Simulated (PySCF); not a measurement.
# Computed properties of C2H8FNSi2, SMILES C[Si@H]1CN[Si@H]1F

C₂H₈FNSi₂, SMILES C[Si@H]1CN[Si@H]1F. Geometry optimised at TPSSh-D3(BJ)/def2-SVP. The structure was generated by enumeration; whether it is a known compound was not checked. Other conformers were not sampled. All values are computed for the isolated molecule unless a solvent is named; none is compared with measurement here.

**Structure.** All 36 harmonic modes at TPSSh-D3(BJ)/def2-SVP (PySCF) are real, so it is a minimum. With heavy atoms numbered as in [CH3:1][Si@H:2]1[CH2:3][NH:4][Si@H:5]1[F:6], the shortest bond between them is C3–N4 at 1.478 Å and the longest Si2–Si5 at 2.328 Å.

**Vibrations.** The strongest infrared lines (harmonic, unscaled, degenerate partners summed) lie at 2256 cm⁻¹ (210 km/mol, H 97 %), 923 cm⁻¹ (206 km/mol, H 48 %, Si 33 %, F 10 %), 698 cm⁻¹ (132 km/mol, H 70 %, Si 13 %, C 10 %). The softest mode is at 72 cm⁻¹ and the zero-point energy is 63.8 kcal/mol.

**Electronic structure.** PBE0/def2-TZVP (PySCF) places the frontier levels at -7.13 and 0.08 eV, a gap of 7.21 eV, and gives a dipole moment of 1.95 D and a mean polarisability of 82.1 bohr³. PBE/def2-TZVP (PySCF) at the same geometry gives -5.79 and -0.76 eV, so its gap is 2.18 eV narrower. An orbital gap is neither the optical nor the fundamental gap.

**Excitations.** TDA-ωB97X/def2-SVPD (PySCF) has S1 at 6.54 eV (190 nm, f = 0.012, weak); the most intense of the 10 singlets computed lies at 7.56 eV (f = 0.26). T1 (TDA) is at 5.73 eV, 0.81 eV under S1. TDA-PBE/def2-SVPD (PySCF) puts S1 at 5.39 eV. No vertical singlet excitation falls in the visible range (under 3.1 eV).

**NMR.** GIAO shifts at PBE0/pcSseg-1 (PySCF) (non-relativistic, atoms alike by connectivity averaged): ¹³C from -3.6 to 41.1 ppm against TMS; ¹H from 0.8 to 5.8 ppm against TMS; ²⁹Si from -6.7 to 10.3 ppm against TMS; ¹⁹F at -145.2 ppm against CFCl3.

**Solvation.** SMD-ωB97X/def2-SVP (PySCF) gives 0.5 kcal/mol in water, -2.1 kcal/mol in dimethylsulfoxide, -2.4 kcal/mol in benzene (1 M in both phases, gas-phase geometry).
